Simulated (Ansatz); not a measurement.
Basis-set extrapolation for C$_{2}$H$_{8}$Al$_{2}$F$_{2}$, SMILES `[CH3][Al@H-]1[F+][Al@H-]([CH3])[F+]1` (PBE0-D4/def2-TZVP geometry, frozen core, Ansatz 0.2.0). Multiplicity 1, RHF reference.

```csv
,def2-TZVPP,def2-QZVPP
HF,-763.468854,-763.498606
MP2 correlation,-1.032782,-1.117474
CCSD(T) correlation,-1.114995,not run
```

Energies in hartree. Use E(X) = E(∞) + A·exp(−7.88·√X) for Hartree–Fock and E(X) = E(∞) + B·X^(−2.97) for correlation, with X = 3 and 4, and add CCSD(T) minus MP2 of the smaller set to the MP2 limit.

Problem. What is the CCSD(T) energy at the basis-set limit?

Solution. HF limit: -763.498606 + (-0.029752) × 0.13774 = -763.50270. MP2 limit: -1.117474 + (-0.084692) × 0.74074 = -1.18021. Higher-order term: -1.114995 − (-1.032782) = -0.08221. Total: -764.76512 hartree, 4.93 eV below CCSD(T)/def2-TZVPP.
